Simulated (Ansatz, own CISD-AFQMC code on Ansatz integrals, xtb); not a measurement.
Isomers of H3B3. All species are isolated molecules in the gas phase. One relaxed conformer stands for each flexible species; it need not be the lowest. Strings in code marks are SMILES.

Quantity: electronic energy of isomers of H3B3 relative to `B1BB1`, in kcal/mol. The DFT solution of `B=BB` is unstable or spin-contaminated; the geometry comes from it. The restricted reference of `B=BB` and `B1BB1` is unstable towards unrestricted orbitals. AFQMC values (own CISD-AFQMC code on Ansatz (an electronic-structure program) integrals) carry a statistical error of up to ±0.35 kcal/mol (one standard error) and the bias of the phaseless constraint.

Level 1: frozen-core CCSD(T) with HF/cc-pVQZ and the correlation energy extrapolated as X^-3 from cc-pVTZ and cc-pVQZ // PBE0-D3(BJ)/def2-TZVP (Ansatz)
Level 2: frozen-core phaseless AFQMC with a CISD trial state/cc-pVTZ // PBE0-D3(BJ)/def2-TZVP (own CISD-AFQMC code on Ansatz integrals)
Level 3: PBE/cc-pVTZ // PBE0-D3(BJ)/def2-TZVP (Ansatz)
Level 4: GFN2-xTB (xtb)

```json
[
 {"species": "`B=BB`", "level 1": "21.9", "level 2": "20.7", "level 3": "23.7", "level 4": "7.11"}
]
```
